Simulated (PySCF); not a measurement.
PySCF job for ClH3Si, SMILES [SiH3]Cl (connectivity only; charge and spin as stated), charge +1, multiplicity 2, ωB97X-D3(BJ)/def2-TZVP. The structure is a stationary point at ωB97X-D3(BJ)/def2-TZVP. The spin state was assumed, not searched. The isomer is the one that the SMILES or the coordinates give; other isomers of the formula were not compared.

```python
import numpy as np
from pyscf import gto, scf, dft, df
from pyscf.hessian import thermo

mol = gto.M(
    atom='''
    Si    0.07745549   -0.91852518    0.00000000
    Cl   -0.01379551    1.03572309   -0.00000000
    H    -1.10293998   -1.56107489   -0.82025665
    H     1.35602670   -1.62579017   -0.00000000
    H    -1.10293998   -1.56107488    0.82025665
    ''',
    basis='def2-TZVP',
    charge=1,
    spin=1,
    max_memory=1600,
    verbose=3,
)
mf = dft.UKS(mol, xc='wb97x-d3bj').density_fit(auxbasis='def2-universal-jkfit')
mf.grids.level = 3
mf.conv_tol = 1e-11
mf.max_cycle = 100
mf.kernel()
fine, coarse = mf.grids, dft.Grids(mol).set(level=1).build(with_non0tab=True)
for _ in range(3):  # follow internal instabilities
    mf.grids = coarse
    mo, _, stable, _ = mf.stability(return_status=True, nroots=4)
    mf.grids = fine
    if stable:
        break
    mf.kernel(mf.make_rdm1(mo, mf.mo_occ))

# analytic Hessian; the response equations are solved on a coarser grid
h, args, fine = mf.Hessian(), (mf.mo_energy, mf.mo_coeff, mf.mo_occ), mf.grids
h.max_memory = max(150, 2.5e-5 * df.make_auxmol(mol, mf.with_df.auxbasis).nao * mol.nelec[0] * (mol.nelec[0] + mol.nao))  # MB; small integral blocks
h1ao = h.make_h1(mf.mo_coeff, mf.mo_occ)
mf.grids = dft.Grids(mol).set(level=1).build(with_non0tab=True)
mo1, mo_e1 = h.solve_mo1(*args, h1ao)
mf.grids = fine
hess = h.hess_elec(*args, mo1, mo_e1, h1ao) + h.hess_nuc()
if mf.do_disp():
    hess += h.get_dispersion()
for i in range(mol.natm):  # the analytic DFT Hessian lacks the response of the grid: restore translational invariance
    hess[i, i] -= hess[i].sum(axis=0)
hess = (hess + hess.transpose(1, 0, 3, 2)) / 2
vib = thermo.harmonic_analysis(mol, hess, imaginary_freq=False)
thermo.dump_normal_mode(mol, vib)
th = thermo.thermo(mf, vib['freq_au'][vib['freq_au'] > 0], 298.15, 101325)
thermo.dump_thermo(mol, th)
g0 = mf.nuc_grad_method().set(verbose=0).kernel()

# dipole derivatives [dipole axis, atom, xyz] from the same response
r, irp = mol.intor('int1e_r'), mol.intor('int1e_irp').reshape(3, 3, mol.nao, mol.nao)
sl, dm0, ok = mol.aoslice_by_atom(), np.array(mf.make_rdm1()), []
dmu = np.einsum('a,xt->xat', mol.atom_charges(), np.eye(3))
for a, (_, _, p0, p1) in enumerate(sl):
    dmu[:, a] += 2 * np.einsum('xtij,ij->xt', irp[:, :, :, p0:p1], dm0.reshape(-1, mol.nao, mol.nao).sum(0)[:, p0:p1])
    for u, c, occ, f in zip(mo1, mf.mo_coeff, mf.mo_occ, (2, 2)):
        dmu[:, a] -= f * np.einsum('tui,xuv,vi->xt', u[a], r, c[:, occ > 0], optimize=True)
L = vib['norm_mode']
ir = 974.8801 * (np.einsum('xat,kat->kx', dmu, L) ** 2).sum(1)       # km/mol
apt = np.einsum('xax->a', dmu) / 3
print('mode   freq/cm-1   IR/(km/mol)')
for k, w in enumerate(vib['freq_wavenumber']):
    print(f'{k + 1:4d} {w:11.2f} {ir[k]:13.3f}')
print('max |gradient| / (hartree/bohr):', abs(g0).max())
print('APT charges:', apt.round(4))
```

Log of the run:

```

WARN: HOMO -0.267682436286293 >= LUMO -0.267682436286293

converged SCF energy = -751.170357872829  <S^2> = 0.75681652  2S+1 = 2.0068049
<class 'pyscf.df.df_jk.DFUKS'> wavefunction is stable in the internal stability analysis

WARN: DFTD3 does not support analytical Hessian, using finite difference


WARN: Mole.unit (angstrom) is changed to Bohr

Mode                                 0                   1                   2
Irrep
Freq [cm^-1]                      413.9550            521.8119            615.9892
Reduced mass [au]                   1.1883              1.1663              1.0554
Force const [Dyne/A]                0.1200              0.1871              0.2359
Char temp [K]                     595.5891            750.7712            886.2713
Normal mode                   x     y     z       x     y     z       x     y     z
       0  Si                -0.00 -0.00 -0.07    0.06 -0.01 -0.00    0.03  0.03 -0.00
       1  Cl                 0.00  0.00  0.02   -0.03 -0.01 -0.00   -0.00  0.00  0.00
       2   H                 0.08 -0.37  0.33   -0.21  0.54 -0.01   -0.18 -0.26  0.52
       3   H                 0.00  0.00  0.57   -0.15 -0.39  0.00   -0.21 -0.39  0.00
       4   H                -0.08  0.37  0.33   -0.21  0.54  0.01   -0.18 -0.26 -0.52
Mode                                 3                   4                   5
Irrep
Freq [cm^-1]                      658.5848            670.4385            894.2857
Reduced mass [au]                   1.0213             10.8015              1.0652
Force const [Dyne/A]                0.2610              2.8606              0.5019
Char temp [K]                     947.5569            964.6117           1286.6780
Normal mode                   x     y     z       x     y     z       x     y     z
       0  Si                -0.00  0.00 -0.02   -0.01  0.13  0.00   -0.00  0.04  0.00
       1  Cl                 0.00 -0.00 -0.00    0.01 -0.11  0.00   -0.00 -0.01 -0.00
       2   H                -0.27  0.51  0.11   -0.00  0.08  0.03    0.31 -0.15 -0.31
       3   H                 0.00  0.00  0.54    0.03  0.22 -0.00   -0.37 -0.62  0.00
       4   H                 0.27 -0.51  0.11   -0.00  0.08 -0.03    0.31 -0.15  0.31
Mode                                 6                   7                   8
Irrep
Freq [cm^-1]                     1508.0772           1858.4698           2379.0763
Reduced mass [au]                   1.0124              1.0574              1.0462
Force const [Dyne/A]                1.3566              2.1518              3.4888
Char temp [K]                    2169.7873           2673.9243           3422.9612
Normal mode                   x     y     z       x     y     z       x     y     z
       0  Si                -0.00  0.00 -0.01   -0.04 -0.02 -0.00   -0.03  0.02  0.00
       1  Cl                 0.00 -0.00 -0.00    0.00  0.00  0.00    0.00 -0.00  0.00
       2   H                 0.55  0.30  0.30    0.52  0.27  0.36    0.02  0.01  0.02
       3   H                 0.00 -0.00 -0.16   -0.06  0.03 -0.00    0.86 -0.47  0.00
       4   H                -0.55 -0.30  0.30    0.52  0.27 -0.36    0.02  0.01 -0.02
temperature 298.1500 [K]
pressure 101325.00 [Pa]
Rotational constants [GHz] 87.13981 7.20745 6.90354
Symmetry number 1
Zero-point energy (ZPE) 0.02169 [Eh]   56946.363 [J/mol]
                           tot       elec      trans        rot        vib
Entropy [J/mol/K]       269.931      5.763    161.103     91.347     11.718
Cv [J/mol/K]             50.219      0.000     12.472     12.472     25.275
Cp [J/mol/K]             58.533      0.000     20.786     12.472     25.275
Internal energy [J/mol]                      3718.434   3718.434  59499.790
Internal energy [Eh]   -751.14486  -751.17036
Enthalpy [J/mol]                             6197.391   3718.434  59499.790
Enthalpy [Eh]          -751.14392
Gibbs free energy [J/mol]                  -41835.494 -23516.609  56005.996
Gibbs free energy [Eh] -751.17457
mode   freq/cm-1   IR/(km/mol)
   1      413.96         1.395
   2      521.81        19.893
   3      615.99         2.454
   4      658.58         0.214
   5      670.44        63.819
   6      894.29        68.411
   7     1508.08       169.468
   8     1858.47        11.906
   9     2379.08         0.982
max |gradient| / (hartree/bohr): 8.336990439090398e-06
APT charges: [ 1.0271 -0.1972  0.1065 -0.0427  0.1065]
```

The run converged.
